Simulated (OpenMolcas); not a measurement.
Multiplet structure of Hg

- Program: OpenMolcas
- Method: CASSCF
- Basis: ANO-RCC-VQZP [9s8p6d4f2g1h]
- Scalar Hamiltonian: DKH2, point nucleus
- Active space: 2 electrons in 4 orbitals (6s 6p)
- State averaging: 2S+1 = 3 even, 3 roots (0 in the spin-orbit step); 2S+1 = 1 even, 1 root; 2S+1 = 3 odd, 3 roots; 2S+1 = 1 odd, 3 roots
- Spin-orbit coupling: state interaction with AMFI integrals over the reference wave functions, term energies averaged over their components

With spin-orbit coupling, above the lowest level:

| Configuration | Term | J | E (cm⁻¹) | Measured (cm⁻¹) | g | Term weight % |
| --- | --- | --- | --- | --- | --- | --- |
| 6s² | ¹S | 0 | 0.0 | 0.0 |  | 100 |
| 6s 6p | ³P° | 0 | 32340 | 37645 |  | 100 |
| 6s 6p | ³P° | 1 | 34021 | 39412 | 1.499 | 100 |
| 6s 6p | ³P° | 2 | 37630 | 44043 | 1.501 | 100 |
| 6s 6p | ¹P° | 1 | 51416 | 54069 | 1.002 | 100 |

Against the 4 measured excited levels shown (NIST Handbook of Basic Atomic Spectroscopic Data) the mean absolute deviation is 4900 cm-1; the largest miss in energy is 6s 6p ³P°₂: computed 37630, measured 44043 cm⁻¹ (-14.6 %).

Some high roots are left out of the spin-orbit mixing, which shifts the levels that they would mix with. Spin-orbit splittings of 6p shells tend to come out small when the coupling is added on scalar orbitals. Computed and measured levels are paired by configuration, term and J; levels that our copy of the source lacks, or whose pairing is in doubt (as where it misses far off the trend of its configuration), stay unpaired and out of the deviations. Levels of configurations outside the active space are missing. The first state left out of the spin-orbit step lies near 88000 cm-1 above the lowest spin-free state of the reference (among the parities and spins computed), and the list stops at four fifths of that energy or lower.

The term weight is that of the spin-free term in the level, not the purity of its configuration. ° marks odd parity.
